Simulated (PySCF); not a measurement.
Compound: C₅H₉NSi.
SMILES with atom numbers: `[CH3:1][C:2]1=[CH:3][CH:4]=[CH:5][Si@@H:6]1[NH2:7]` (hydrogens: H8, H9, H10 on C1; H11 on C3; H12 on C4; H13 on C5; H14 on Si6; H15, H16 on N7)

Structure used (PBE0-D3(BJ)/def2-SVP), in Å, numbered top down from 1:
```
atom  x, y, z in Å
C1     1.682   -0.755    0.203
C2     0.195   -0.749    0.298
C3    -0.647   -1.414   -0.523
C4    -2.100   -1.275   -0.263
C5    -2.478   -0.488    0.765
Si6   -0.908    0.130    1.571
N7    -0.819    1.848    1.740
H8     2.080    0.271    0.114
H9     2.043   -1.336   -0.661
H10    2.140   -1.181    1.112
H11   -0.302   -2.039   -1.357
H12   -2.810   -1.810   -0.905
H13   -3.525   -0.333    1.032
H14   -0.648   -0.428    2.936
H15   -0.121    2.263    2.348
H16   -1.013    2.446    0.945
```

All values: wB97X-D/def2-SVPD (PySCF, non-relativistic), on one gas-phase PBE0-D3(BJ)/def2-SVP geometry that isn't relaxed in the solvent. The solvent is an IEF-PCM continuum (van der Waals radii × 1.2), and excitations are vertical TDDFT with non-equilibrium linear response and a frozen core. Specific hydrogen bonds and non-electrostatic terms are outside this model.

Gas-phase singlets (H = HOMO, L = LUMO):

```
state  E (eV)  λ (nm)      f  leading configuration
   S1   4.132     300  0.059                H→L 97%
   S2   4.891     253  0.018              H-1→L 90%
   S3   6.096     203  0.009              H-2→L 65%
   S4   6.493     191  0.036              H→L+1 31%
   S5   6.569     189  0.013              H→L+2 39%
```

How does the list change in chloroform (ε = 4.711)?

```tsv
state	E (eV)	λ (nm)	f	leading configuration	change by rank (eV)
S1	4.091	303	0.079	H→L 97%	-0.041
S2	4.844	256	0.023	H-1→L 91%	-0.047
S3	6.054	205	0.013	H-2→L 69%	-0.042
S4	6.489	191	0.055	H-3→L 42%	-0.004
S5	6.541	190	0.016	H→L+1 38%	-0.028
```

The ground-state energy changes by -0.131 eV from gas to chloroform. By how much does the total energy of gas-phase S1 change?

E(S1) = E(S0) + excitation energy, so it changes by -0.131 − 0.041 = -0.172 eV: it is lowered more than the ground state, which is what a red shift means. This is the vertical state, with the slow part of the continuum still set for S0.

How do the frontier levels move from gas to chloroform?

| orbital | gas (eV) | solvent (eV) | change (eV) |
| --- | --- | --- | --- |
| LUMO+2 | 2.76 | 2.80 | +0.04 |
| LUMO+1 | 2.25 | 2.35 | +0.10 |
| LUMO | 0.38 | 0.36 | -0.02 |
| HOMO | -8.12 | -8.15 | -0.03 |
| HOMO-1 | -9.11 | -9.08 | +0.03 |
| HOMO-2 | -10.54 | -10.56 | -0.02 |
| HOMO-3 | -10.72 | -10.71 | +0.01 |

The HOMO–LUMO gap goes from 8.49 to 8.50 eV.

Note: wB97X-D ran without an empirical dispersion term, which enters the total energy and its gradient alone.
